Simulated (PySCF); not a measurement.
Compound: Mo(NHMe)4, C4H16MoN4 (singlet state).
Bonds: Mo1–N2, Mo1–N8, Mo1–N14, Mo1–N20, N2–C3, N8–C9, N14–C15, N20–C21. Hydrogens: H4 on N2; H5, H6, H7 on C3; H10 on N8; H11, H12, H13 on C9; H16 on N14; H17, H18, H19 on C15; H22 on N20; H23, H24, H25 on C21.

Method: PySCF 2.14.0, PBE0-D3(BJ)/def2-SVP geometry optimisation, gas phase, def2 core potentials past Kr; density fitting, grid level 1; the optimiser is geomeTRIC in internal coordinates, started from a GFN2-xTB structure with every atom displaced at random (about 0.03 Å).

Step 15: E = -12206.3932 eV
```
atom  x, y, z in Å  |  force x, y, z in eV/Å
Mo1    -0.1354   -0.0917    0.1191    0.304  -0.026  -0.111
N2     -0.0635   -0.0633    2.0503   -0.225  -0.129  -0.012
C3      0.8216    0.6388    2.9497    0.003   0.103  -0.062
H4     -0.8935   -0.4078    2.5425    0.046   0.020   0.007
H5      1.1947   -0.0160    3.7586    0.007  -0.009  -0.005
H6      1.6956    1.0047    2.3896    0.030  -0.029   0.021
H7      0.3485    1.5192    3.4260   -0.006  -0.012   0.007
N8      1.6428    0.0950   -0.5554    0.013   0.023   0.018
C9      2.8092   -0.6966   -0.2502    0.176   0.039   0.133
H10     1.8192    0.6938   -1.3686   -0.059  -0.010  -0.059
H11     3.6855   -0.0680    0.0082   -0.049  -0.001  -0.040
H12     2.6129   -1.3322    0.6285   -0.025  -0.013  -0.031
H13     3.1203   -1.3570   -1.0819   -0.041  -0.027  -0.006
N14    -0.7850    1.5193   -0.6980   -0.061   0.034  -0.010
C15    -2.1394    2.0109   -0.8199    0.005  -0.122  -0.046
H16    -0.1119    2.2421   -0.9780   -0.018  -0.012   0.052
H17    -2.3870    2.2894   -1.8622    0.019   0.056   0.015
H18    -2.8491    1.2165   -0.5348    0.014   0.021   0.029
H19    -2.3440    2.8882   -0.1778   -0.014   0.023  -0.003
N20    -0.9735   -1.6715   -0.6132   -0.159   0.170   0.194
C21    -1.4452   -1.9372   -1.9478   -0.126  -0.086  -0.119
H22    -0.9702   -2.5086   -0.0294    0.039  -0.072  -0.021
H23    -2.4741   -2.3482   -1.9555    0.038   0.023   0.042
H24    -1.4779   -1.0012   -2.5260    0.040   0.003   0.003
H25    -0.8106   -2.6547   -2.5032    0.049   0.034   0.005
```

Step 16: E = -12206.4088 eV
```
atom  x, y, z in Å  |  force x, y, z in eV/Å
Mo1    -0.1302   -0.1372    0.1227    0.172   0.398  -0.262
N2     -0.0995   -0.0669    2.0510    0.003   0.032  -0.041
C3      0.8646    0.6216    2.8804    0.013  -0.056   0.106
H4     -0.9583   -0.2647    2.5687   -0.025  -0.065   0.032
H5      1.1492    0.0156    3.7605   -0.015   0.004   0.029
H6      1.7877    0.7980    2.3080   -0.029   0.038  -0.029
H7      0.5083    1.6008    3.2554   -0.009  -0.006  -0.029
N8      1.6567    0.0664   -0.5328    0.122  -0.138   0.018
C9      2.8587   -0.6480   -0.1537   -0.165  -0.001  -0.097
H10     1.8044    0.5721   -1.4132   -0.011   0.008   0.019
H11     3.7133    0.0373   -0.0070    0.033  -0.002   0.013
H12     2.6910   -1.1797    0.7962    0.012   0.018   0.023
H13     3.1593   -1.4033   -0.9051    0.044   0.000   0.012
N14    -0.7759    1.4866   -0.6810   -0.059  -0.145   0.110
C15    -2.1425    1.9277   -0.8326   -0.009   0.106   0.018
H16    -0.1220    2.2539   -0.8615    0.024   0.025   0.023
H17    -2.3477    2.3006   -1.8540   -0.014  -0.035  -0.017
H18    -2.8293    1.0879   -0.6426   -0.012  -0.024  -0.037
H19    -2.4195    2.7412   -0.1331    0.017  -0.018   0.006
N20    -1.0060   -1.6785   -0.6309   -0.127  -0.156   0.030
C21    -1.5306   -1.8707   -1.9675    0.113   0.058   0.116
H22    -0.9066   -2.5697   -0.1380   -0.008   0.003  -0.026
H23    -2.5333   -2.3340   -1.9507   -0.013  -0.030  -0.029
H24    -1.6286   -0.8959   -2.4688   -0.023   0.019   0.015
H25    -0.8732   -2.4972   -2.5999   -0.032  -0.035  -0.005
```

Step 17: E = -12206.3891 eV
```
atom  x, y, z in Å  |  force x, y, z in eV/Å
Mo1    -0.0306   -0.1160    0.0626   -0.196   0.360   0.245
N2     -0.1512   -0.0710    1.9830    0.353  -0.061   0.094
C3      0.6543    0.6710    2.9241    0.094  -0.050   0.135
H4     -0.9536   -0.4982    2.4466   -0.146   0.002  -0.084
H5      0.9770    0.0421    3.7767   -0.041   0.007  -0.022
H6      1.5768    1.0229    2.4375   -0.029   0.041  -0.057
H7      0.1396    1.5543    3.3487   -0.026   0.016  -0.036
N8      1.7608    0.0188   -0.6271    0.148  -0.063   0.080
C9      2.9795   -0.6987   -0.2927   -0.477  -0.073  -0.189
H10     1.8975    0.5613   -1.4838   -0.005  -0.022  -0.129
H11     3.8373   -0.0169   -0.1810    0.114   0.030   0.052
H12     2.8412   -1.2419    0.6539    0.041   0.047   0.093
H13     3.2353   -1.4548   -1.0610    0.105   0.045   0.030
N14    -0.7380    1.5021   -0.6923    0.128  -0.168  -0.081
C15    -2.1015    1.9612   -0.7852    0.025   0.222   0.117
H16    -0.0814    2.2548   -0.9135    0.031   0.101   0.083
H17    -2.3496    2.3308   -1.7976   -0.042  -0.104  -0.048
H18    -2.7885    1.1420   -0.5319   -0.073  -0.075  -0.091
H19    -2.3226    2.7948   -0.0879    0.022  -0.049   0.015
N20    -1.0175   -1.6442   -0.5431    0.168  -0.280  -0.292
C21    -1.5559   -1.8702   -1.8736    0.297   0.074   0.154
H22    -0.8238   -2.5394   -0.0738   -0.179   0.136   0.005
H23    -2.5667   -2.3054   -1.8299   -0.096  -0.079  -0.078
H24    -1.6212   -0.9078   -2.4040   -0.100   0.004   0.017
H25    -0.9070   -2.5276   -2.4838   -0.113  -0.060  -0.011
```

Step 18: E = -12206.4332 eV
```
atom  x, y, z in Å  |  force x, y, z in eV/Å
Mo1    -0.0679   -0.0920    0.0789   -0.019   0.111  -0.124
N2     -0.0968   -0.0717    2.0073    0.047  -0.076   0.015
C3      0.7571    0.6380    2.9323    0.000  -0.001   0.014
H4     -0.9324   -0.4281    2.4776   -0.035   0.016  -0.021
H5      1.0768   -0.0049    3.7739   -0.008   0.003  -0.008
H6      1.6712    0.9687    2.4157   -0.002   0.006  -0.015
H7      0.2770    1.5360    3.3668    0.002   0.003  -0.006
N8      1.7163    0.0686   -0.6066    0.004  -0.050   0.072
C9      2.9009   -0.6775   -0.2426   -0.065   0.024  -0.074
H10     1.8651    0.5999   -1.4712    0.012  -0.062  -0.003
H11     3.7729   -0.0155   -0.0897    0.029  -0.004   0.013
H12     2.7257   -1.2151    0.7029    0.005   0.022   0.016
H13     3.1845   -1.4316   -1.0019    0.024   0.002   0.000
N14    -0.7487    1.5289   -0.6904   -0.007  -0.075   0.005
C15    -2.1173    1.9733   -0.8134    0.001   0.069   0.012
H16    -0.0938    2.2923   -0.8884   -0.021   0.025   0.048
H17    -2.3454    2.3375   -1.8332   -0.006  -0.020  -0.006
H18    -2.8015    1.1360   -0.6032    0.000  -0.012  -0.027
H19    -2.3723    2.7915   -0.1116    0.003  -0.013   0.002
N20    -0.9946   -1.6441   -0.5983    0.028  -0.066   0.031
C21    -1.5363   -1.9084   -1.9141    0.076   0.104   0.051
H22    -0.8797   -2.5163   -0.0740   -0.011   0.020   0.024
H23    -2.5476   -2.3509   -1.8612   -0.012  -0.016  -0.010
H24    -1.6216   -0.9628   -2.4712   -0.030   0.002  -0.009
H25    -0.9015   -2.5881   -2.5140   -0.014  -0.011  -0.001
```

Q: Estimate the geometry and energy of step 19. (The exact step hangs on the optimiser's Hessian estimate; all steps are aligned on step 18, rigid shifts and turns removed.)

A: E = -12206.4411 eV, largest force 0.218 eV/Å
```
atom  x, y, z in Å  |  force x, y, z in eV/Å
Mo1    -0.0736   -0.0987    0.0845    0.092   0.169  -0.102
N2     -0.0886   -0.0643    2.0126   -0.013  -0.063  -0.004
C3      0.7982    0.6411    2.9103   -0.016  -0.008   0.006
H4     -0.9397   -0.3655    2.4937   -0.012   0.004   0.010
H5      1.0913    0.0154    3.7737    0.001   0.002   0.002
H6      1.7233    0.9126    2.3787   -0.001   0.004  -0.006
H7      0.3597    1.5751    3.3118    0.001   0.000   0.000
N8      1.7147    0.0436   -0.5942    0.024  -0.037  -0.015
C9      2.8991   -0.6855   -0.2001   -0.020   0.003   0.010
H10     1.8673    0.5259   -1.4861   -0.015  -0.027  -0.004
H11     3.7745   -0.0190   -0.0853    0.006  -0.002   0.001
H12     2.7292   -1.1695    0.7751    0.007   0.004   0.005
H13     3.1807   -1.4794   -0.9187    0.002   0.003  -0.001
N14    -0.7672    1.5190   -0.6813   -0.027  -0.025   0.028
C15    -2.1443    1.9311   -0.8270   -0.003   0.023  -0.007
H16    -0.1316    2.3085   -0.8339   -0.007   0.004   0.028
H17    -2.3530    2.3249   -1.8399   -0.003  -0.003   0.000
H18    -2.8091    1.0662   -0.6722   -0.002  -0.002  -0.008
H19    -2.4439    2.7136   -0.1028    0.000  -0.007   0.001
N20    -0.9926   -1.6480   -0.6030    0.037  -0.015   0.022
C21    -1.5441   -1.8534   -1.9242    0.007  -0.002   0.028
H22    -0.8494   -2.5381   -0.1187   -0.044  -0.014   0.005
H23    -2.5442   -2.3233   -1.8840   -0.001  -0.010  -0.007
H24    -1.6626   -0.8824   -2.4298   -0.005  -0.001   0.007
H25    -0.9041   -2.4862   -2.5688   -0.005  -0.001  -0.001
```

The energy changes by -0.0079 eV. The first-order estimate −F·Δx gives -0.0139 eV and the mean of the old and new forces, exact on a quadratic surface, -0.0082 eV. The step makes an angle of 83° with the force vector and moves no atom by more than 0.116 Å.

What follows is the cost of the whole optimisation. Hardware: one thread, Intel Xeon at 2.50 GHz (x86_64), shared host with 64 logical CPUs at a one-minute load of 63. Cost: 38 min of wall time, 1.4 GiB resident at most.
